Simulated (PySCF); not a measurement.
Ligands exchanged one at a time, In H-OH. Isolated molecules, 0 K electronic values unless said otherwise. One relaxed conformer stands for each flexible species; it need not be the lowest. Strings in code marks are SMILES.

The HOMO–LUMO gap from two functionals at the same geometries (B3LYP-D3(BJ)/def2-TZVP), both in PySCF: PBE-D3(BJ)/def2-TZVP and B3LYP-D3(BJ)/def2-TZVP. B3LYP has the VWN-RPA correlation part, as in Gaussian. 

```json
[
 {"species": "0 of 3 H replaced by OH (`[InH3]`)", "PBE-D3(BJ)/def2-TZVP (eV)": "4.34"},
 {"species": "1 of 3 H replaced by OH (`[OH][InH2]`)", "PBE-D3(BJ)/def2-TZVP (eV)": "4.46"},
 {"species": "2 of 3 H replaced by OH (`[OH][InH][OH]` (H–O–In–O torsion 0°, O–In–O–H torsion 0°))", "PBE-D3(BJ)/def2-TZVP (eV)": "4.58"},
 {"species": "3 of 3 H replaced by OH", "PBE-D3(BJ)/def2-TZVP (eV)": "4.04"}
]
```

What does B3LYP-D3(BJ)/def2-TZVP give for each?


- 0 of 3 H replaced by OH (`[InH3]`): 5.80
- 1 of 3 H replaced by OH (`[OH][InH2]`): 6.16
- 2 of 3 H replaced by OH (`[OH][InH][OH]` (H–O–In–O torsion 0°, O–In–O–H torsion 0°)): 6.49
- 3 of 3 H replaced by OH: 6.03
Over these rows, drawn at random from the members with no instability flagged (it was tested for open shells, ions and some series alone), PBE minus B3LYP-D3(BJ): mean -1.76 eV, from -1.99 eV to -1.45 eV.
